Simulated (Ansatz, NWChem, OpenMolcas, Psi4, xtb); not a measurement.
# Ligand exchange: NBrO + BH2(OH) → HNO2 + BH2Br

Species: NBrO (nitrosyl bromide) `O=NBr`, singlet; BH2(OH), singlet; HNO2 (nitrous acid) `O=NO`, singlet; BH2Br `BBr`, singlet. The partners trade Br for OH: N–Br and B–OH bonds give way to N–OH and B–Br.

Shapes, held fixed at every level: PBE0-D4/def2-TZVP. Flexible molecules stand in one conformer, not always the lowest. Programs: Ansatz 0.2.0, NWChem 7.3.0, OpenMolcas 26.06, Psi4 1.11, xtb 6.7.1. A level may come from different programs for different species; with the same settings they agree closely. Electronic energies: no zero-point or thermal term.

| level | kind | ΔE (kJ/mol) |
| --- | --- | --- |
| GFN0-xTB | semi-empirical | +101.2 |
| HF/3-21G | Hartree–Fock | +127.5 |
| revPBE/STO-3G | GGA | +82.8 |
| BHLYP/STO-3G | global hybrid | +54.6 |
| CAM-B3LYP/STO-3G | range-separated hybrid | +62.2 |
| wB97M-V/STO-3G | range-separated hybrid | +58.4 |
| wB97X/STO-3G | range-separated hybrid | +42.9 |
| CCSDTQ/STO-3G | coupled cluster or CI | +92.5 |
| B3LYP/6-31G* (spherical functions) | global hybrid | +109.5 |

B3LYP/6-31G* (spherical functions) gives ΔE = +109.5 kJ/mol; the levels span +42.9 to +127.5. The median of the levels is +82.8. No measured value is set beside it here. T1 is large for HNO2 (0.022), so single-reference values are less sure there. Relativity is left out for Br. Outer-core shells of Br are correlated, in sets that cover them unevenly. Rows in sets without polarisation functions are far from converged.
